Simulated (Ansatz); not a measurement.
CH4F2SSi can be A, `F[SiH2]C(F)S`, or B, `CS[SiH](F)F`.

Calculated with Ansatz (gas phase, PBE0-D4/def2-TZVP geometries, no zero-point term in ΔE). CCSD(T)/CBS adds triple-zeta CCSD(T) − MP2 to the extrapolated MP2 energy (def2 sets, frozen cores). DFT in def2-TZVPP. B3LYP here is the variant with VWN-RPA as its local correlation; programs differ in this. One conformer a species, not always the lowest.

Question: Which isomer does CCSD(T)/CBS put lower? Give the gap. (Estimate.)

Answer: Computed: B, by 316.5 kJ/mol.

Question: Give E(B) − E(A) in kJ/mol with r2SCAN-D4, B3LYP, CCSD/def2-TZVPP, HF/def2-TZVPP, ωB97M-V, MP2/def2-TZVPP, CCSD(T)/def2-TZVPP. (Best estimate.)

Answer: Computed: r2SCAN-D4 -311.1, B3LYP -304.0, CCSD/def2-TZVPP -313.4, HF/def2-TZVPP -321.7, ωB97M-V -307.9, MP2/def2-TZVPP -324.8, CCSD(T)/def2-TZVPP -311.4. None reverses the order clearly.

Largest T1 diagnostic: 0.012.

From PBE to PBE0 (25 % exact exchange), in def2-TZVPP and without D4, E(B) − E(A) moves by −11.6 kJ/mol.
